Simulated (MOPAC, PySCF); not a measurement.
C$_{3}$H$_{10}$OSi, SMILES `C[Si](C)(C)O` (C–Si–O–H torsion 60°), neutral singlet in the gas phase. 

Cartesian coordinates (Å):
SMILES: C[Si](C)(C)O
```xyz
15

C     -0.7891    -1.5428    -0.3906
Si    -0.0104     0.0167     0.2982
C      1.7176     0.2101    -0.4015
C     -1.0578     1.5122    -0.0848
O      0.0442    -0.0510     1.9619
H     -0.1976    -2.4279    -0.1420
H     -0.8645    -1.4952    -1.4801
H     -1.7948    -1.6890     0.0094
H      2.3475    -0.6481    -0.1530
H      1.6923     0.2928    -1.4912
H      2.2023     1.1062    -0.0080
H     -0.6120     2.4177     0.3319
H     -1.1608     1.6527    -1.1634
H     -2.0589     1.4059     0.3382
H      0.5419    -0.7601     2.3751
```
Charge 0, spin multiplicity 1.

All levels are single points at this geometry (B3LYP-D3(BJ)/def2-TZVPD); Pople sets use spherical d functions. Orbital energies aren't observables, and empty levels follow the basis.

B3LYP/6-311+G** in PySCF gives HOMO (eV) = -7.81.

**Question.** Estimate the HOMO (eV) from each of these levels: B3LYP-D3(BJ)/def2-TZVPD in PySCF; PBE-D3(BJ)/def2-TZVPD in PySCF; B3LYP/LANL2DZ in PySCF; BP86/6-31G* in PySCF; M06-2X/6-31G* in PySCF; PBE/6-31G* in PySCF; SVWN5/6-31G* in PySCF; HF/3-21G in PySCF; HF/6-31G* in PySCF; HF/STO-3G in PySCF; PM3 in MOPAC; PM7 in MOPAC.

**Answer.** 
```
level                             HOMO (eV)
--------------------------------  ---------
B3LYP-D3(BJ)/def2-TZVPD in PySCF      -7.79
PBE-D3(BJ)/def2-TZVPD in PySCF        -6.58
B3LYP/LANL2DZ in PySCF                -7.63
BP86/6-31G* in PySCF                  -6.26
M06-2X/6-31G* in PySCF                -9.06
PBE/6-31G* in PySCF                   -6.14
SVWN5/6-31G* in PySCF                 -6.23
HF/3-21G in PySCF                    -11.20
HF/6-31G* in PySCF                   -11.31
HF/STO-3G in PySCF                    -8.83
PM3 in MOPAC                          -9.87
PM7 in MOPAC                         -10.75
```
